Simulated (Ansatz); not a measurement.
Species: SnCl2, net charge 0, singlet state. 
Coordinates optimised at B3LYP-D3(BJ)/def2-TZVP (Ansatz, a first-principles code):
SMILES: [Cl][Sn][Cl]
```xyz
3

Sn    -0.0035    -0.0126     0.6287
Cl     1.1924     1.3887    -0.8905
Cl    -1.1822    -1.3517    -0.9587
```

Quantity: vertical triplet-singlet gap (E(triplet) - E(singlet); each state is the SCF solution reached for its spin), in kcal/mol. Cores are frozen in the correlated levels unless marked. UHF or UKS for open shells. No spin-orbit coupling. The frozen core is the preceding noble-gas configuration, with the filled d and f shells of earlier blocks. Past Kr the def2 sets carry scalar-relativistic core potentials. CBS marks a two-point X^-3 extrapolation of the correlation energy; Hartree-Fock from the larger set. [CCSD(T)-MP2]/basis is that difference in the basis named.

```
level                                                          program  vertical triplet-singlet gap (kcal/mol)
-------------------------------------------------------------  -------  ---------------------------------------
PBE/def2-TZVPD                                                  Ansatz                                        …
BHLYP/def2-TZVPD                                                Ansatz                                        …
wB97X-V/def2-TZVPD                                              Ansatz                                     69.9
B2PLYP/def2-TZVPD                                               Ansatz                                     68.1
RI-MP2/CBS(def2-TZVPPD,def2-QZVPPD)+[CCSD(T)-MP2]/def2-TZVPPD   Ansatz                                     65.8
```

Problem. What belongs in the gaps?

Solution. 
- PBE/def2-TZVPD, vertical triplet-singlet gap (kcal/mol): 67.0
- BHLYP/def2-TZVPD, vertical triplet-singlet gap (kcal/mol): 67.5
